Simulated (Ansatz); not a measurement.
Ag₄O⁻. Charge -1, multiplicity 2. Geometry PBE-D4/def2-SVPD; atoms count from 1.

```xyz
5

O     0.487   -2.150   -0.079
Ag   -0.301    1.506   -0.919
Ag    0.055   -0.433    1.003
Ag    0.302   -0.998   -1.804
Ag   -0.543    2.075    1.799
```

In the def2 sets Ag takes a core potential; there is no spin–orbit coupling. The structure comes from a short search, and lower isomers may exist.

Problem. Estimate the Mulliken populations from the PBE0/def2-TZVPD orbitals of Ansatz.

Solution. 
| atom | charge (e) | spin (α − β) | d electrons |
| --- | --- | --- | --- |
| O1 | -0.95 | 0.43 | – |
| Ag2 | -0.12 | 0.32 | 9.92 |
| Ag3 | 0.27 | 0.05 | 9.82 |
| Ag4 | 0.15 | 0.13 | 9.82 |
| Ag5 | -0.35 | 0.08 | 9.92 |
Mulliken values depend strongly on the basis. With diffuse functions, as here, like atoms can get unlike values, and bond orders can come out too low or too high.

Problem. Where does the spin sit?

Solution. Summed by element: O 0.43, Ag 0.57, of 1 unpaired in all. Largest on single atoms: O1 0.43, Ag2 0.32, Ag4 0.13.

Problem. And the Mayer bond orders between heavy atoms (over 0.3)?

Solution. O1–Ag3 0.44 (2.07 Å); O1–Ag4 0.50 (2.08 Å); Ag2–Ag3 0.35 (2.75 Å); Ag2–Ag4 0.57 (2.72 Å); Ag2–Ag5 0.60 (2.79 Å); Ag3–Ag5 0.50 (2.70 Å).
